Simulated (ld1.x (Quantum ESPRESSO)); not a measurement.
# Before and after: PAW potential for B (Z = 5)

- Element: B
- Generator: ld1.x (Quantum ESPRESSO) 7.5
- Type: PAW
- Functional: LDA (PZ)
- Relativity: scalar-relativistic
- Frozen core: [He]
- Valence charge: 3
- Reference configuration: 2s2 2p1
- Partial waves: 2s (bound): rcut 0.90, rcutus 1.25 bohr; 2s channel at 1.65 Ry: rcut 0.90, rcutus 1.25 bohr; 2p (bound): rcut 2.10, rcutus 2.60 bohr; 2p channel at 0.55 Ry: rcut 2.10, rcutus 2.60 bohr; 3d channel at -0.1 Ry: rcut 1.80, rcutus 2.20 bohr
- Local potential: all-electron potential smoothed inside 1.45 bohr (lloc = -2)
- Core correction: a·sin(br)/r model core inside 1.15 bohr
- Augmentation charge: PSQ, inside the norm-conserving radii

Change: wave 2p channel at 0.55 Ry: rcut 2.10, rcutus 2.60 bohr becomes 2p channel at 3.34 Ry: rcut 2.10, rcutus 2.60 bohr.

Cutoffs: the cutoffs (Ry, on a coarse ladder) from which the occupation-weighted sum of valence levels, in a spherical-Bessel basis at the reference potential, stays within 10 and 1 mRy of its value at 400 Ry; they do not see the model core or the augmentation charge, which bear on the density cutoff. Errors are all-electron minus pseudo energies relative to the spin-unpolarised reference configuration.

**Question.** What does the change do?

**Answer.** The potential gets neither clearly harder nor softer (18 Ry and 25 Ry → 18 Ry and 25 Ry); the s channel sets the loose cutoff, while the largest relative change is in p, which becomes harder; of the 9 tests that both files solve, the error grows in 1 and shrinks in 1 by more than 15 % and 0.3 meV (median size 0.3 → 0.4 meV); neither file shows a bound ghost.

| quantity | base | changed |
| --- | --- | --- |
| cutoff, loose | 18 Ry | 18 Ry |
| cutoff, tight | 25 Ry | 25 Ry |
| loose cutoff by channel (10 mRy a level) | s 15 Ry, p 6 Ry | s 15 Ry, p 8 Ry |
| bound ghosts | none | none |
| error for 2s2 2p0, meV [ΔE 8.33 eV] | 0.0 | 0.0 |
| error for 2s1 2p0, meV [ΔE 33.63 eV] | -7.8 | -7.8 |
| error for 2s2 2p0.5, meV [ΔE 2.94 eV] | 0.0 | +0.4 |
| error for 2s1 2p1, meV [ΔE 14.28 eV] | -2.5 | +2.7 |
| error for 2s1 2p2, meV [ΔE 5.69 eV] | -0.2 | 0.0 |
| error for 2s2 2p1.3, meV [ΔE -0.77 eV] | +0.1 | +0.2 |
| error for 2s0 2p3, meV [ΔE 11.40 eV] | -2.2 | -1.7 |
| error for 2s2 2p1 (spin-polarised), meV [ΔE -0.23 eV] | -0.3 | -0.3 |
| error for 2s1 2p0 (spin-polarised), meV [ΔE 32.90 eV] | -9.7 | -9.7 |
| s: phases at 2.85 bohr within 0.05 rad from the reference energy up to (Ry; the scan ends near 5) | to the end of the scan | to the end of the scan |
| p: phases at 2.85 bohr within 0.05 rad from the reference energy up to (Ry; the scan ends near 5) | to the end of the scan | to the end of the scan |
| d: phases at 2.85 bohr within 0.05 rad from the reference energy up to (Ry; the scan ends near 5) | 3.5 | 3.5 |
| lowest overlap eigenvalue by channel | s 0.55, p 0.75, d 0.59 | s 0.55, p 0.80, d 0.59 |
